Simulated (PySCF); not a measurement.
# PBE on Bi (bismuth, neutral)

Configuration: [Xe] 4f14 5d10 6s2 6p3, high-spin 4S determinant. All numbers are calculated (PySCF 2.14, scalar relativity through the core potential, in aug-cc-pwCVTZ-PP with ECP60MDF).

- Total energy: -214.6386 hartree
- One-electron energy: -372.9871 hartree
- Hartree (Coulomb) energy: 175.5137 hartree
- Exchange-correlation energy: -17.1652 hartree
- ⟨S²⟩: 3.7514
- ⟨L²⟩: 0.000
- Sum of ⟨r⟩: 33.49 bohr
- Sum of ⟨r²⟩: 67.78 bohr²

| shell | electrons | mean orbital energy (eV) | rms radius, mean of both spins (bohr) |
| --- | --- | --- | --- |
| 5s α | 1 | -157.45 | 0.891 |
| 5s β | 1 | -157.29 | 0.891 |
| 5p α | 3 | -96.762 | 1.02 |
| 5p β | 3 | -96.633 | 1.02 |
| 5d α | 5 | -26.894 | 1.34 |
| 5d β | 5 | -26.568 | 1.34 |
| 6s α | 1 | -14.898 | 2.32 |
| 6s β | 1 | -13.326 | 2.32 |
| 6p α | 3 | -5.198 | 3.23 |

Energies and moments cover only the electrons outside the core potential. Spin-orbit coupling, which splits the p, d and f shells strongly at this Z, is absent. Spin-orbit coupling is strong in this species (close to jj coupling), so the high-spin LS determinant is a model state, not a physical level.
